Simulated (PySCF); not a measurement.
**Assignment exercise: C5H12N2OSi**

Mapped SMILES: `[CH2:1]=[C:2]([SiH2:3][NH2:4])[C:5](=[O:6])[CH2:7][CH2:8][NH2:9]`. Each H is labelled by its parent atom. Ha(C1) is cis to Si3; Hb(C1) is trans to Si3.

All values are calculated (PySCF 2.14): NMR shieldings at PBE0/pcSseg-1/GIAO, GFN2-xTB structure. Non-relativistic Hamiltonian, averaged over atoms made equivalent by symmetry, fast rotation or ring inversion, a single conformation, isolated molecule.

Shifts are taken against calculated references (same method and geometry level): ¹³C, ¹H against TMS.

Question: Assign these signals to the numbered atoms. ¹³C{¹H} NMR (computed): δ 211.8 (C), 159.0 (C), 145.0 (CH2), 43.9 (CH2), 43.1 (CH2).

Answer: 
211.8 → C5, ketone carbonyl carbon: the double bond to the heteroatom, with no lone-pair donor beside it, deshields it most
159.0 → C2, α carbon of a C=C–C=O unit: as expected for a trigonal carbon in a double bond
145.0 → C1, β carbon of a C=C–C=O unit: conjugation with the carbonyl draws π density from the β position
43.9 → C7, sp3 CH2 α to a carbonyl: α to the electron-withdrawing carbonyl group
43.1 → C8, sp3 CH2 bonded to N: the inductive effect lowers its shielding

C7 and C8 lie closer than the usual error of such a calculation, so a measured spectrum could show them in the other order.

Question: Assign these signals to the numbered atoms. ¹H NMR (300 MHz, computed): δ 6.89 (m, 1H), 6.83 (m, 1H), 4.91 (s, 2H), 3.32 (t, 2H), 2.91 (t, 2H), 0.53 (br s, 2H), 0.34 (br s, 2H).

Answer: 
| δ (ppm) | atoms | environment | reason |
| --- | --- | --- | --- |
| 6.89 | Hb(C1) | hydrogen on a β carbon of a C=C–C=O unit | a vinylic proton, deshielded by the sp2 carbon and the C=C anisotropy |
| 6.83 | Ha(C1) | hydrogen on a β carbon of a C=C–C=O unit | – |
| 4.91 | H(Si3) | hydrogen on a silicon bonded to C, N | – |
| 3.32 | H(C8) | hydrogen on an sp3 CH2 bonded to N | its carbon carries N, an electronegative neighbour |
| 2.91 | H(C7) | hydrogen on an sp3 CH2 α to a carbonyl | α to C=O |
| 0.53 | H(N9) | hydrogen on an amine nitrogen | exchangeable, gas-phase position |
| 0.34 | H(N4) | hydrogen on a nitrogen bonded to Si | labile proton, position sensitive to the medium |

Hb(C1) and Ha(C1) lie closer than the usual error of such a calculation, so a measured spectrum could show them in the other order.

The OH or NH signal is concentration- and solvent-dependent in practice; the value given is the gas-phase one. Shifts are as computed. Against solution values, carbons near 30 ppm lie about +3 ppm off and those near 130 ppm about +5 ppm. Of 1309 compounds with measured shifts, 239 miss one by over three times the rms of a fit or turn the order of signals round; such compounds aren't used in these exercises. No couplings were computed; multiplicities are counted from neighbouring protons, with m where these are inequivalent, close in shift, in a saturated or five-membered ring or joined by F or P, and br s for small geminal =CH2 splittings.
